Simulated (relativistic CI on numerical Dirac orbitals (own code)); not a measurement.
## One change at a time: Pt I

Base calculation: Dirac-Coulomb-Breit CI, orbitals from a KLI potential per configuration, model QED (radiative potential, 1s self-energy scaled to tabulated hydrogen-like ionisation energies), valence Slater integrals scaled by 0.85, P86 correlation energy added to each configuration.

Configuration list (outside the closed core [Xe] 4f14): 5d⁹6s, 5d⁸6s², 5d¹⁰, 5d⁸6s6p, 5d⁹6p, 5d⁹6d, 5d⁹7s, 5d⁷6s²6p, 5d⁹7p, 5d⁹8s, 5d⁹8p, 5d⁹7d, 5d⁹5f, 5d⁹9s, 5d⁹9p, 5d⁹8d, 5d⁹6f, 5d⁹5g, 5d⁹9d, 5d⁸6s8s, 5d⁸6s7s, 5d⁸6s8p, 5d⁸6s7d, 5d⁸6s5f, 5d⁸6s9s, 5d⁸6s9p, 5d⁸6s8d, 5d⁸6s6f, 5d⁸6s5g, 5d⁸6s9d, 5d⁸6s7p, 5d⁸6s6d, 5d⁷6s6p², 5d⁶6s²6p², 5d⁶6s6p³, 5d⁷6p³, 5d⁷6p²6d, 5d⁷6p²7s, 5d⁸6p². Double excitations out of closed p, d and f shells are left out; levels of such configurations are missing from the list, as are those of other unlisted configurations, and high levels can miss mixing partners.

Variants: (1) valence Slater integrals scaled by 0.75; (2) Slater integrals left unscaled; (3) one mean potential for all configurations. Shifts of the energy above 5d⁹6s ³D3, in cm⁻¹, for the lowest level and the first level of each name with at least 55 % of one term (blank where a level changes its place among those of its configuration and J or its character, or is not in the variant):

```csv
Level,Base,Δ(1),Δ(2),Δ(3),Measured
5d⁹6s ³D3,0.0,0.0,0.0,0.0,0.0
5d⁸6s² ³F4,895.8,+1153.8,-1835.3,+9581.3,823.7
5d¹⁰ ¹S0,6562.1,-104.5,+186.7,+744.0,6140.2
5d⁹6s ³D1,9465.8,-85.9,+129.3,-6.9,10131.9
5d⁸6s² ³F3,9623.6,+1152.1,-1816.3,+10457.9,10116.7
5d⁸6s² ³P0,18442.6,-462.6,+488.5,+9166.4,16983.5
5d⁸6s² ³P1,19821.7,-31.3,-50.0,+10176.2,18566.6
5d⁸6s² ¹G4,22171.7,-383.3,+497.5,+9902.6,21967.1
5d⁸6s6p ⁵D°4,25732.0,+1869.6,-2820.2,+13669.7,30156.9
5d⁸6s6p ⁵G°6,31637.5,+1109.0,-1631.1,+14448.6,36781.6
5d⁹6p ³F°4,33147.5,-82.1,-778.6,+4485.7,37590.6
5d⁸6s6p ³G°5,42375.2,+637.6,-1011.4,+15991.7,
5d⁹7s ³D3,46660.2,-154.6,+244.1,+6357.1,
5d⁸6s² ¹S0,47120.0,-2602.8,+3905.4,+9816.1,
```

Correlation outside the listed configurations is missing or only estimated: errors of thousands of cm⁻¹ between configurations and terms are usual at this charge. Rates and lifetimes follow the computed energies and can be off by large factors. The fine structure of a lone outer electron comes out too small, for d and f at times inverted, and misplaced configurations move strength between like terms. 10 of the 30 excited levels that our extract of the measured tables holds in this range could be paired (the sources list more); they are missed by 1858 cm⁻¹ on average and 5144 at most, and levels without a partner can miss by more. Some levels of the ground configuration have no partner and can miss by 10 % or more.

Measured levels: NIST Handbook of Basic Atomic Spectroscopic Data (Sansonetti and Martin, J. Phys. Chem. Ref. Data 34, 1559 (2005)).

Ionisation energy from the two ground configurations alone: base 8.382 eV; valence Slater integrals scaled by 0.75 8.356 eV; Slater integrals left unscaled 8.421 eV. The NIST ASD value (measured) is 8.95883 eV. The gap of more than 2 % comes from missing correlation.

LS names give the leading component of a level, which can be under half, so a name can repeat, a term be missing and a line seem to break the LS rules.
